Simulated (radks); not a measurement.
Values are calculated unless marked as measured or tabulated.
Question: All-electron atom: Co4+ in [Ne] 3s2 3p5 3d5 4s1 (not the ground configuration). Code: a radial shooting solver on a logarithmic mesh with Libxc functionals. Model: Dirac Kohn-Sham, PBE, spin-unpolarised, spherical densities, point nucleus; open shells fill j = l - 1/2 first. Some entries of the table are withheld. Estimate them.

| orbital | occ. | eigenvalue (hartree) | r(max) (bohr) |
|---|---|---|---|
| 1s1/2 | 2 | -281.8446 | 0.03678 |
| 2s1/2 | 2 | -35.84320 | 0.2131 |
| 2p1/2 | 2 | -31.47396 | 0.1702 |
| 2p3/2 | 4 | -30.92844 | 0.1728 |
| 3s1/2 | 2 | -6.34545 | 0.6611 |
| 3p1/2 | 2 | -5.01686 | 0.6618 |
| 3p3/2 | 3 | -4.94239 | 0.6687 |
| 3d3/2 | 4 | -2.76890 | (1) |
| 3d5/2 | 1 | -2.75912 | (2) |
| 4s1/2 | 1 | -1.78364 | 1.782 |
| 4p1/2 | 0 | -1.45368 | (3) |
| 4p3/2 | 0 | -1.44270 | (4) |
| 4d3/2 | 0 | -0.96515 | 2.479 |
| 4d5/2 | 0 | -0.96383 | 2.484 |
| 5s1/2 | 0 | -0.81758 | 3.797 |

Answer: 
(1) 3d3/2 r(max) (bohr): 0.6252
(2) 3d5/2 r(max) (bohr): 0.6272
(3) 4p1/2 r(max) (bohr): 1.960
(4) 4p3/2 r(max) (bohr): 1.975
